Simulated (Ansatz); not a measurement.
A search over several starts for the lowest SCF solution of Y₄ at the given spin, in a small basis.

```yaml
crystal:
  periodic: [false, false, false]
  atoms:
    - {symbol: Y, position_ang: [0.743432, -1.412421, 0.003593]}
    - {symbol: Y, position_ang: [-0.702411, 1.427197, -0.046881]}
    - {symbol: Y, position_ang: [-2.533422, -1.294001, -0.049115]}
    - {symbol: Y, position_ang: [2.492402, 1.279225, 0.092393]}
basis:
  gaussian: {orbitals: def2-SVP}
hamiltonian: {xc: pbe0, dispersion: d4}
output: {orbitals: {seedname: orbitals}}
```

```sh
$ ansatz run in.yaml --threads 4 --pin off --events-out ev --progress --plain --max-ram 3916MiB
```

It prints (some lines left out):

```
Functional definition: PBE0
1376 factors; their error is unknown
mean field evaluation 1: about -4151.7043 eV, gradient 5.2e1 eV
mean field evaluation 2: about -4027.7718 eV, gradient 1.4e2 eV
mean field evaluation 4: about -4157.3091 eV, gradient 2.8e1 eV
mean field evaluation 8: about -4162.1669 eV, gradient 4.4e0 eV
mean field evaluation 16: about -4162.5457 eV, gradient 2.5e-1 eV
mean field evaluation 32: about -4162.5470 eV, gradient 4.2e-3 eV
mean field evaluation 64: about -4161.6596 eV, gradient 5.2e0 eV
mean field -4162.54696972 eV, -152.9707796614 hartree, gradient 1.3e-5 eV, S^2 0.000000; 8 other end points of the search recorded, 0 dependent functions left out
reference -4162.54699570 eV, -152.9707806163 hartree; 22, 22 occupied and 102, 102 virtual orbitals, 1376 factors
Total energy: -4162.69133456 eV, -152.9760849715 hartree
```

It took 15 s on 4 threads of Arm Neoverse V1 on a shared host.

In the def2 sets Y takes a core potential; there is no spin–orbit coupling. The structure comes from a short search, and lower isomers may exist.
